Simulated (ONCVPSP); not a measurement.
Before and after: ONCV potential for germanium

ONCVPSP 4.0.1 input, shortened (lines: element, Z, core and valence counts, functional; n l f; lmax; l rc ep ncon nbas qcut; lloc lpopt rc5 dvloc0; l nproj debl; icmod fcfact rcfact), Wu-Cohen, scalar-relativistic:

```
  Ge 32.00    6    1  -118130      upf
    1    0    2.00
    2    0    2.00
    2    1    6.00
    3    0    2.00
    3    1    6.00
    3    2   10.00
    4    0    2.00
    1
    0    1.75    0.00    3    6    4.10
    1    1.35    0.04    4    9    5.10
    4    2    0.90    6.00
    0    1    0.80
    1    2    1.70
    3    5.00    1.50
```

In the p channel the program set the typed energies aside and used 0.050, 1.750 Ha.

All-electron outer shells of the reference configuration (Wu-Cohen, scalar-relativistic, ld1.x):

```csv
shell,level (eV),outermost node (bohr),outermost maximum (bohr)
3d,-49.27,–,0.50
4s,-29.36,0.77,1.66
```

Change: core correction polynomial model core, fcfact 0.7.

Cutoffs: the cutoffs (Ha) at which the residual kinetic energy of the hardest occupied pseudo-wave falls to 1 and 0.1 mHa per electron; they do not see the model core or the augmentation charge, which bear on the density cutoff. Errors are all-electron minus pseudo energies relative to the spin-unpolarised reference configuration.

What does the change do?

The potential gets neither clearly harder nor softer (8.3 Ha and 26 Ha → 8.3 Ha and 26 Ha); both files keep a bound ghost (p); of the 4 tests that both files solve, the error grows in 0 and shrinks in 4 by more than 15 % and 0.3 meV (median size 267.1 → 40.3 meV). A model core, the more so a compact one, raises the density cutoff, which this test does not measure.

| quantity | base | changed |
| --- | --- | --- |
| cutoff, loose | 8.3 Ha | 8.3 Ha |
| cutoff, tight | 26 Ha | 26 Ha |
| bound ghosts | p | p |
| GHOST(+) flags under 300 eV | none | none |
| error for 4s2 4p2, meV [ΔE -22.94 eV] | -310 | -48 |
| error for 4s2 4p1, meV [ΔE -15.48 eV] | -126 | -23 |
| error for 4s1, meV [ΔE 34.86 eV] | -227 | -104 |
| error for 4s1 4p3, meV [ΔE -14.94 eV] | -307 | -32 |
| s: phases at 1.78 bohr within 0.05 rad from the reference energy up to (Ha; the scan ends near 5) | 0.3 | 0.3 |
| p: phases at 1.37 bohr within 0.05 rad from the reference energy up to (Ha; the scan ends near 5) | to the end of the scan | to the end of the scan |
| rms error of d²Exc/dni dnj with the model core, mHa | 7.53 | 0.25 |

 A true bound ghost makes a file unfit for plane-wave use even where its test errors are small: the radial tests pick states by their node count and pass the ghost by.
